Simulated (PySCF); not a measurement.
## Telling isomers of C5H7P3 apart by NMR

[PySCF 2.14: GFN2-xTB geometry; σ from GIAO-PBE0/pcSseg-1; equivalent nuclei averaged; no solvent; no relativistic terms; single conformer]

Chemical shifts δ = σref − σ; 1H and 13C against TMS, all at this level. Splittings of carbon signals by F and P are missing where no couplings were computed. Where no couplings were computed, multiplicities follow the n + 1 count of equivalent neighbours, and m marks all less simple cases (inequivalent or close neighbours, rings, F or P nearby). Shifts are as computed. Against solution values, carbons near 30 ppm lie about +3 ppm off and those near 130 ppm about +5 ppm. Of 1211 compounds with measured shifts, 218 miss one by over three times the rms of a fit or turn the order of signals round; such compounds aren't used in these exercises.

(1) Tabulate the signals of `Cc1pcpc(C)p1`, `CCc1pcpcp1` and their relative energies.

(2) What is the quickest way to tell Cc1pcpc(C)p1 from CCc1pcpcp1?

## Answers

(1) 
```tsv
SMILES	carbon types	δC	δH	E rel. (kcal/mol)
Cc1pcpc(C)p1	2×C 1×CH 2×CH3	214.2, 190.3, 32.0	11.03 (m, 1H), 3.50 (m, 6H)	0.5
CCc1pcpcp1	1×C 2×CH 1×CH2 1×CH3	221.2, 188.8, 42.2, 31.7	11.03 (m, 2H), 3.67 (m, 2H), 1.39 (t, 3H)	0.0
```

Energies are electronic energies at PBE0/pcSseg-1 on these geometries, without zero-point or thermal terms, each for the one conformer computed, which needn't be the lowest.

(2) Count the carbon signals: 3 against 4. The first has a substituted aromatic carbon (C) at 214.2 ppm, the second an sp3 CH2 on an aromatic ring at 42.2 ppm. Their most deshielded carbons lie at 214.2 and 221.2 ppm.
